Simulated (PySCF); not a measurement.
How methods differ on the ionisation energy of Cr

Cr [Ar] 3d5 4s1 (7S) → Cr⁺ [Ar] 3d5 (6S), as a difference of total energies. All numbers are calculated (PySCF 2.14, the non-relativistic Hamiltonian (point nucleus), in cc-pVDZ). Correlated levels: valence: [Ar] frozen. The calculations carry no spin-orbit coupling.

Q: Order these methods by the ionisation energy they give, lowest first.
A. SCS-MP2 (valence)
B. LDA
C. UHF
D. PBE0

A: C (5.911 eV), A (6.048 eV), D (6.894 eV), B (7.433 eV).

These non-relativistic numbers lack the scalar-relativistic shift.

Errors of the correlated levels include the incompleteness of this basis and the frozen core.

For comparison: 6.767 eV (measured; NIST Atomic Spectra Database, ionization energies).
